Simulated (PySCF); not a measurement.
Atoms are numbered as in `[CH2:1]=[CH:2][C:3]([CH:4]=[CH2:5])=[C:6]([CH3:7])[CH2:8][CH3:9]`. Each H is labelled by its parent atom. Ha(C1), Ha(C5) are cis to C3; Hb(C1), Hb(C5) are trans to C3.

All values are calculated (PySCF): shieldings: GIAO PBE0/pcSseg-1, coordinates at the GFN2-xTB level. No solvent, non-relativistic, equivalent nuclei averaged, single conformer.

Q: Predict the 2D correlation tables (HSQC, COSY, HMBC).

A: 

HSQC (one-bond C–H):
| δH | δC |
| --- | --- |
| 6.96 (H(C2)) | 142.3 (C2) |
| 6.66 (H(C4)) | 145.0 (C4) |
| 5.81 (Ha(C1)) | 125.1 (C1) |
| 5.74 (Hb(C5)) | 127.7 (C5) |
| 5.72 (Ha(C5)) | 127.7 (C5) |
| 5.55 (Hb(C1)) | 125.1 (C1) |
| 2.21 (H(C8)) | 32.8 (C8) |
| 1.87 (H(C7)) | 22.6 (C7) |
| 1.06 (H(C9)) | 14.8 (C9) |

COSY cross peaks (H two or three bonds apart, from the bond graph; peaks can be absent where the dihedral angle is near 90°):
| δH | δH |
| --- | --- |
| 6.96 (H(C2)) | 5.81 (Ha(C1)) |
| 6.96 (H(C2)) | 5.55 (Hb(C1)) |
| 6.66 (H(C4)) | 5.74 (Hb(C5)) |
| 6.66 (H(C4)) | 5.72 (Ha(C5)) |
| 5.81 (Ha(C1)) | 5.55 (Hb(C1)) |
| 5.74 (Hb(C5)) | 5.72 (Ha(C5)) |
| 2.21 (H(C8)) | 1.06 (H(C9)) |

HMBC (two and three bonds, from the bond graph):
| δH | δC |
| --- | --- |
| 6.96 (H(C2)) | 145.0 (C4), 144.7 (C6), 139.2 (C3), 125.1 (C1) |
| 6.66 (H(C4)) | 144.7 (C6), 142.3 (C2), 139.2 (C3), 127.7 (C5) |
| 5.81 (Ha(C1)) | 142.3 (C2), 139.2 (C3) |
| 5.74 (Hb(C5)) | 145.0 (C4), 139.2 (C3) |
| 5.72 (Ha(C5)) | 145.0 (C4), 139.2 (C3) |
| 5.55 (Hb(C1)) | 142.3 (C2), 139.2 (C3) |
| 2.21 (H(C8)) | 144.7 (C6), 139.2 (C3), 22.6 (C7), 14.8 (C9) |
| 1.87 (H(C7)) | 144.7 (C6), 139.2 (C3), 32.8 (C8) |
| 1.06 (H(C9)) | 144.7 (C6), 32.8 (C8) |

Scale: $^{1}$H (31.72 ppm), $^{13}$C (186.93 ppm) against TMS (reference shieldings calculated alike).

Short H···H contacts in this conformer between protons four or more bonds apart (candidates for NOE cross peaks, intensity ∝ r⁻⁶): H(C2)···H(C8) 2.16 Å, H(C7)···H(C8) 2.36 Å, H(C4)···H(C7) 2.47 Å, H(C7)···H(C9) 2.50 Å, H(C2)···H(C9) 2.54 Å, Ha(C1)···Ha(C5) 2.64 Å.

Shifts are as computed. Against solution values, carbons near 30 ppm lie about +3 ppm off and those near 130 ppm about +5 ppm. Of 1211 compounds with measured shifts, 218 miss one by over three times the rms of a fit or turn the order of signals round; such compounds aren't used in these exercises.
